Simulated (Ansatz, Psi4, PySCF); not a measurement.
CF3O3S, charge -1, singlet, geometry from GFN2-xTB. Base run: MP2/6-31G** (PySCF).

The PySCF input:
```python
from pyscf import gto, scf, mp

mol = gto.Mole()
mol.atom = '''
    O     1.437599   -0.318940    1.171135
    S     0.923575   -0.035914   -0.150496
    O     1.201674    1.288408   -0.660270
    O     1.035101   -1.112348   -1.109604
    C    -0.928928    0.036122    0.151369
    F    -1.262751    0.991986    1.033294
    F    -1.409248   -1.119420    0.638116
    F    -1.616738    0.294203   -0.972561
'''
mol.basis = '6-31g**'
mol.charge = -1
mol.spin = 0
mol.verbose = 4
mol.build()

mf = scf.RHF(mol)
mf.kernel()

pt = mp.MP2(mf)
pt.kernel()
print('E(MP2) = %.10f' % pt.e_tot)
```

The same geometry, method and basis name were run in Ansatz (an electronic-structure program) and Psi4 and PySCF, at each program's defaults and at the settings that a row names. The base is PySCF at its defaults. Differences at the defaults can come from grids, fitting, cores and function types together.

| code and settings | ΔE vs base (mEh) | basis functions | E (Eh) | SCF cycles |
|---|---|---|---|---|
| PySCF, defaults (exact integrals, spherical functions, all electrons correlated) | 0.000 | 116 | -959.59360 | 10 |
| Psi4, defaults (density fitting with its default set, Cartesian functions, all electrons correlated) | ? | 124 | ? | 11 |
| Ansatz, defaults (factorised integrals, Cartesian functions, frozen core) | 2.239 | 124 | -959.59136 | - |
| PySCF, frozen core | 23.044 | 116 | -959.57055 | 10 |
| Psi4, exact integrals, spherical functions, frozen core | 23.044 | 116 | -959.57055 | 12 |
| Ansatz, high accuracy, frozen core, Cartesian functions as the basis file defines them | 2.213 | 124 | -959.59138 | - |

Q: Fill in the missing entries.

A: 
- Psi4, defaults (density fitting with its default set, Cartesian functions, all electrons correlated), ΔE vs base (mEh): -32.274
- Psi4, defaults (density fitting with its default set, Cartesian functions, all electrons correlated), E (Eh): -959.62587
